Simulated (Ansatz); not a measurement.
Wavefunction ladder for `[SiH3]C1C=CS1`

Z-matrix (Å, degrees):
```
Si
C 1 1.882
H 1 1.490 2 109.5
H 1 1.487 2 110.0 3 119.1
H 1 1.483 2 108.6 3 -119.8
C 2 1.496 1 114.7 3 75.3
S 2 1.848 1 109.4 3 172.9
H 2 1.093 1 113.3 3 -61.5
C 6 1.338 2 99.6 1 108.9
H 6 1.082 2 128.8 1 -68.9
H 9 1.081 6 134.4 2 -176.5
```

Charge 0, multiplicity 1. The structure was optimised at the PBE0-D4/def2-TZVP level. Frozen core, restricted reference, Ansatz. CBS rows extrapolate triple and quadruple zeta; past MP2 they add the triple-zeta difference.

```tsv
basis	HF (Eh)	MP2 corr.	CCSD corr.	(T)	CCSD(T) total
def2-SVP	?	?	?	-0.02637	?
def2-TZVPP	-803.56566	-0.78675	-0.83414	?	?
def2-QZVPP	-803.59101	-0.84207	–	–	–
CBS(def2)	-803.59450	-0.88304	-0.93043	as TZ	-804.56654
```

Question: Fill in the withheld values. (Estimate.)

Answer: The calculation gave: def2-SVP HF (Eh): -803.19223; def2-SVP MP2 corr.: -0.63211; def2-SVP CCSD corr.: -0.68693; def2-SVP CCSD(T) total: -803.90553; def2-TZVPP (T): -0.04161; def2-TZVPP CCSD(T) total: -804.44141.
